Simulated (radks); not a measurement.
Values are calculated unless marked as measured or tabulated.
Spherical jellium clusters: N electrons in a uniform positive sphere of charge N and radius rs N^(1/3), rs = 2.23 bohr. Level of theory: non-relativistic Kohn-Sham, exchange-only LDA, spin-polarised, spherical densities (a radial shooting solver with Libxc functionals). Levels are named by radial order and angular momentum (1s, 1p, 1d, 2s, ...), and open shells are averaged over m.

N = 31, configuration 1s2 1p6 1d10 2s2 1f(up 7, down 1) 2p(up 3, down 0). This is the lowest configuration that the search found. Occupied and some empty levels:

level    occupation  eigenvalue (eV)  <r> (bohr)
1s up             1          -11.135       4.170
1s down           1          -10.123       4.116
1p up             3          -9.1089       5.022
1p down           3          -8.0442       4.963
1d up             5          -6.6400       5.672
2s up             1          -5.6763       4.950
1d down           5          -5.5168       5.607
2s down           1          -4.5458       4.897
1f up             7          -3.8656       6.294
2p up             3          -2.8725       6.288
1f down           1          -2.6803       6.254
2p down           0          -1.7147       6.535
1g up             0         -0.95130       7.125
3s up             0         -0.80078       9.827
2d up             0         -0.64554       9.019
3s down           0         -0.13633       13.09

Energy (eV): total 13.1490, kinetic 154.09, external -4324.7, Hartree 2094.8, exchange-correlation -150.76, background 2239.8.
